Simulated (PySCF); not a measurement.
Vertical excitations of a molecule C₁₂H₁₀ from TDA-PBE/def2-SVP (PySCF), as energy in eV (oscillator strength): 4.57 (0.000), 4.66 (0.000), 4.83 (0.545), 5.16 (0.007), 5.18 (0.000), 5.18 (0.017). Lowest triplet (TDA): 3.49 eV. Geometry optimised at B3LYP-D3(BJ)/def2-SVP. The values are those of a single conformer.

**Question.** Pick the molecule that these values belong to.
(A) C#C/C(C=C)=C/c1ccccc1
(B) C#C/C=C(\C=C)c1ccccc1
(C) c1ccc(-c2ccccc2)cc1
(D) C#C/C=C/C=C/c1ccccc1

**Answer.** C, c1ccc(-c2ccccc2)cc1
